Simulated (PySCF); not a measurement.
Gas-phase reaction: ZrCl4 + 4 HI → ZrI4 + 2 H2 + 4 Cl, at 1200 K and a standard pressure of 1 bar. Level: BLYP/def2-TZVP†.

Energies from PySCF, thermal terms from the rigid-rotor harmonic-oscillator model, ideal gas at 1 bar. † marks an energy on the PBE0/def2-TZVP geometry and frequencies. Open shells (unrestricted): Cl (multiplicity 2, electronic degeneracy 6); the rest are closed-shell singlets. Spin-orbit splitting is ignored; it lowers the true energy and changes the entropy of Cl. I, Zr: scalar-relativistic def2 core potential, no spin-orbit coupling. The harmonic model lacks anharmonicity and excited electronic states, which grow with temperature; levels with a mode under 35 cm⁻¹ are left out. Soft modes under 120 cm⁻¹ make the harmonic entropy rough for ZrCl4, ZrI4.

```
species       E (Ha)  H(1200 K) − E (kJ/mol)  S°(1200 K) (J/mol/K)
-------  -----------  ----------------------  --------------------
ZrCl4    -1888.20404                   130.6                 514.1
HI        -298.25047                    50.7                 249.0
ZrI4     -1237.92417                   130.0                 595.5
H2          -1.16936                    61.6                 171.2
Cl        -460.15035                    24.9                 197.2
```
E: electronic energy; H − E holds the zero-point and thermal terms. 1 Ha = 2625.5 kJ/mol.

Problem. Work out ΔH°, ΔS°, ΔG° and log10 K from these numbers.

Solution. 1. ΔE = 1×(-1237.92417) + 2×(-1.16936) + 4×(-460.15035) − 1×(-1888.20404) − 4×(-298.25047) = 0.34163 Ha = 896.9 kJ.
2. Δ(H − E) = 1×(130.0) + 2×(61.6) + 4×(24.9) − 1×(130.6) − 4×(50.7) = 19.4 kJ, so ΔH° = 916.3 kJ.
3. ΔS° = 1×(595.5) + 2×(171.2) + 4×(197.2) − 1×(514.1) − 4×(249.0) = 216.6 J/K; the number of gas molecules changes by +2.
4. ΔG° = ΔH° − TΔS° = 916.3 − 1200×(216.6)/1000 = 656.4 kJ.
5. log10 K = −ΔG°/(RT ln 10) = -28.58, with RT ln 10 = 22.97 kJ/mol; at standard pressures the reactants are favoured.
6. A shift of 10 kJ in ΔE would move log10 K by 0.44 here.
For scale, ΔH°(298 K) is 899 kJ at this level, 937 kJ at ωB97M-V/def2-TZVP†, and runs from 651 to 1099 kJ over the 16 levels computed.
